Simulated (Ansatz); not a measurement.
`B[NH][Al]([CH3])[CH3]`, relaxed with RKS PBE0-D4/def2-TZVP in Ansatz from a PBE-D4/def2-SVP geometry. The force threshold is 0.005 eV/Å; the program also tests the step.

Total charge 0; spin multiplicity 1.

Start:

```xyz
14

B     0.564   -2.278    0.896
N     0.199   -1.511   -0.231
Al   -0.090    0.306   -0.246
C    -0.578    1.114   -1.969
C     0.083    1.287    1.441
H     0.740   -3.484    0.805
H     0.702   -1.718    1.974
H     0.104   -2.040   -1.106
H    -0.050    2.079   -2.131
H    -1.666    1.349   -1.995
H    -0.366    0.460   -2.841
H     1.075    1.109    1.909
H    -0.044    2.381    1.311
H    -0.673    0.945    2.181
```

Problem. How much energy does the relaxation release, and in how many steps? (Estimate.)

Solution. Ansatz gave: 0.06 eV, in 23 steps, 4 of them rejected.

Problem. Which bonds change most? (An estimate is asked.)

Solution. Ansatz gave: N2–Al3 from 1.840 to 1.815 Å; B1–H6 from 1.222 to 1.201 Å; B1–H7 from 1.222 to 1.202 Å; C4–H10 from 1.114 to 1.096 Å.

Problem. Give the relaxed structure. (Estimate.)

Solution. The calculation gave: 
```xyz
14

B     0.564   -2.257    0.889
N     0.215   -1.496   -0.233
Al   -0.096    0.292   -0.244
C    -0.565    1.107   -1.953
C     0.054    1.267    1.433
H     0.751   -3.441    0.800
H     0.675   -1.709    1.953
H     0.138   -2.013   -1.099
H     0.103    1.942   -2.188
H    -1.577    1.526   -1.919
H    -0.529    0.406   -2.791
H     1.068    1.200    1.839
H    -0.190    2.326    1.317
H    -0.610    0.850    2.196
```
